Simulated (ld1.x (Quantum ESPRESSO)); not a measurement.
**germanium (Ge), ultrasoft: configuration errors across variants**

ld1.x (Quantum ESPRESSO) 7.5 input, shortened:

```
&input
   title='Ge', zed=32., rel=1, dft='PBESOL', iswitch=3,
   config='[Ar] 3d10 4s2 4p2'
 /
 &inputp
   pseudotype=3, tm=.true., lloc=-1, rcloc=1.15,
   nlcc=.true., rcore=0.40,
   which_augfun='PSQ', rmatch_augfun=0.45
 /
6
3S  1  0   2.00   0.00  0.85  0.95  0.0
4S  2  0   2.00   0.00  0.85  0.95  0.0
3P  2  1   6.00   0.00  1.05  1.25  0.0
4P  3  1   2.00   0.00  1.05  1.25  0.0
3D  3  2  10.00   0.00  0.60  0.75  0.0
3D  3  2   0.00  -1.55  0.60  0.75  0.0
 &test
   configts(1)='3s2 3p6 3d10 4s2 4p2'
 /
```

All-electron excitation energies from the reference (eV): (1) 3s2 3p6 3d10 4s2 4p1 7.453; (2) 3s2 3p6 3d10 4s2 4p0 22.902; (3) 3s2 3p6 3d10 4s1 4p0 57.690.

The overlap operator is not positive definite (basis up to 400 Ry) in “base”, “waves 3d (bound): rcut 0.60, rcutus 0.64 bohr; 3d channel at -1.55 Ry: rcut 0.60, rcutus 0.64 bohr”, “waves 3d (bound): rcut 0.60, rcutus 0.74 bohr; 3d channel at -1.55 Ry: rcut 0.60, rcutus 0.74 bohr”, “waves 3d (bound): rcut 0.60, rcutus 0.84 bohr; 3d channel at -1.55 Ry: rcut 0.60, rcutus 0.84 bohr”, “waves 3d (bound): rcut 0.60, rcutus 1.02 bohr; 3d channel at -1.55 Ry: rcut 0.60, rcutus 1.02 bohr”, “waves 3d (bound): rcut 0.60, rcutus 1.08 bohr; 3d channel at -1.55 Ry: rcut 0.60, rcutus 1.08 bohr”. Such files are unfit for use, however small their errors in these radial tests.

Errors AE − PS in meV (a dash: test not solved or not reliable):

| change | (1) | (2) | (3) | bound ghosts |
| --- | --- | --- | --- | --- |
| base | -0.4 | -2.0 | -5.0 | not determined (overlap not positive) |
| waves 3d (bound): rcut 0.60, rcutus 0.64 bohr; 3d channel at -1.55 Ry: rcut 0.60, rcutus 0.64 bohr | -0.4 | -2.1 | -5.0 | not determined (overlap not positive) |
| waves 3d (bound): rcut 0.60, rcutus 0.74 bohr; 3d channel at -1.55 Ry: rcut 0.60, rcutus 0.74 bohr | -0.4 | -2.0 | -5.0 | not determined (overlap not positive) |
| waves 3d (bound): rcut 0.60, rcutus 0.84 bohr; 3d channel at -1.55 Ry: rcut 0.60, rcutus 0.84 bohr | -0.4 | -2.0 | -5.0 | not determined (overlap not positive) |
| waves 3d (bound): rcut 0.60, rcutus 1.02 bohr; 3d channel at -1.55 Ry: rcut 0.60, rcutus 1.02 bohr | -0.4 | -2.0 | -4.9 | not determined (overlap not positive) |
| waves 3d (bound): rcut 0.60, rcutus 1.08 bohr; 3d channel at -1.55 Ry: rcut 0.60, rcutus 1.08 bohr | -0.3 | -2.0 | -4.9 | not determined (overlap not positive) |

**Question.** Give the same row for: waves 3d (bound): rcut 0.48, rcutus 0.50 bohr; 3d channel at -1.55 Ry: rcut 0.48, rcutus 0.50 bohr.

**Answer.** -0.4, -2.1, -5.0; bound ghosts: not determined (overlap not positive). Its overlap operator is not positive definite in a basis up to 400 Ry (lowest eigenvalue s -2.43), so the file is unfit for use: the generalised eigenproblem breaks down once the basis is large enough, and its test numbers describe a broken file.
